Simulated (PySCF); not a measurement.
# $^{29}$Si chemical shifts

[PySCF 2.14.0 with density-fitted response routines: PBE0/pcSseg-1 with gauge-including orbitals; GFN2-xTB structure; single conformer; rapidly exchanging positions averaged; non-relativistic; gas phase]

Shieldings were converted by a linear fit to measured shifts: $^{29}$Si (scatter 8.9 ppm rms, 25.8 ppm with the 6 outliers that the fit left out vs TMS, solution or neat liquid). Occasional misses reach two or three times the rms, and more in compound classes unlike the fitted ones.

Give the $^{29}$Si shifts of `CCC[C@@H]1C[SiH2]O[SiH2]1`, `F/C=C(/[SiH3])C[SiH2]C(Cl)Cl`, `CC#C[SiH2]O[SiH3]`, `CS/C=C/[SiH2]S[SiH3]`, `CC[C@@H]1CO[Si@H]([SiH3])C1`, `CC(C)O[Si@@H](C#N)O[SiH3]`.

Results:


```json
{"compound": "[CH3:1][CH2:2][CH2:3][C@@H:4]1[CH2:5][SiH2:6][O:7][SiH2:8]1", "environment": "Si8: silicon bonded to C, O, 2 H, in a 5-membered ring", "δ (ppm)": "-6.9"}
{"compound": "[CH3:1][CH2:2][CH2:3][C@@H:4]1[CH2:5][SiH2:6][O:7][SiH2:8]1", "environment": "Si6: silicon bonded to C, O, 2 H, in a 5-membered ring", "δ (ppm)": "-10.0"}
{"compound": "[F:1]/[CH:2]=[C:3](/[SiH3:4])[CH2:5][SiH2:6][CH:7]([Cl:8])[Cl:9]", "environment": "Si6: silicon bonded to 2 C, 2 H", "δ (ppm)": "-36.9"}
{"compound": "[F:1]/[CH:2]=[C:3](/[SiH3:4])[CH2:5][SiH2:6][CH:7]([Cl:8])[Cl:9]", "environment": "Si4: silicon bonded to C, 3 H", "δ (ppm)": "-67.8"}
{"compound": "[CH3:1][C:2]#[C:3][SiH2:4][O:5][SiH3:6]", "environment": "Si6: silicon bonded to O, 3 H", "δ (ppm)": "-44.4"}
{"compound": "[CH3:1][C:2]#[C:3][SiH2:4][O:5][SiH3:6]", "environment": "Si4: silicon bonded to C, O, 2 H", "δ (ppm)": "-53.2"}
{"compound": "[CH3:1][S:2]/[CH:3]=[CH:4]/[SiH2:5][S:6][SiH3:7]", "environment": "Si5: silicon bonded to C, S, 2 H", "δ (ppm)": "-35.2"}
{"compound": "[CH3:1][S:2]/[CH:3]=[CH:4]/[SiH2:5][S:6][SiH3:7]", "environment": "Si7: silicon bonded to S, 3 H", "δ (ppm)": "-56.0"}
{"compound": "[CH3:1][CH2:2][C@@H:3]1[CH2:4][O:5][Si@H:6]([SiH3:7])[CH2:8]1", "environment": "Si6: silicon bonded to C, O, Si, H, in a 5-membered ring", "δ (ppm)": "2.2"}
{"compound": "[CH3:1][CH2:2][C@@H:3]1[CH2:4][O:5][Si@H:6]([SiH3:7])[CH2:8]1", "environment": "Si7: silicon bonded to Si, 3 H", "δ (ppm)": "-106.1"}
{"compound": "[CH3:1][CH:2]([CH3:3])[O:4][Si@@H:5]([C:6]#[N:7])[O:8][SiH3:9]", "environment": "Si9: silicon bonded to O, 3 H", "δ (ppm)": "-41.8"}
{"compound": "[CH3:1][CH:2]([CH3:3])[O:4][Si@@H:5]([C:6]#[N:7])[O:8][SiH3:9]", "environment": "Si5: silicon bonded to C, 2 O, H", "δ (ppm)": "-71.5"}
```
